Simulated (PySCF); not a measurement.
SrF, SMILES [Sr][F], multiplicity 2. The structure is a stationary point at B3LYP-D3(BJ)/def2-TZVPD. The spin state was assumed, not searched. The def2 effective core potentials stand for the cores of Sr; spin–orbit coupling is left out.

Computed equilibrium geometry at B3LYP-D3(BJ)/def2-TZVPD (PySCF confirms it by a frequency run) as Cartesian coordinates in Å, and its point group:
point group C∞v.
```xyz
2

Sr     0.0000     0.0000    -0.4025
F      0.0000     0.0000     1.6994
```
Charge 0, spin multiplicity 2.
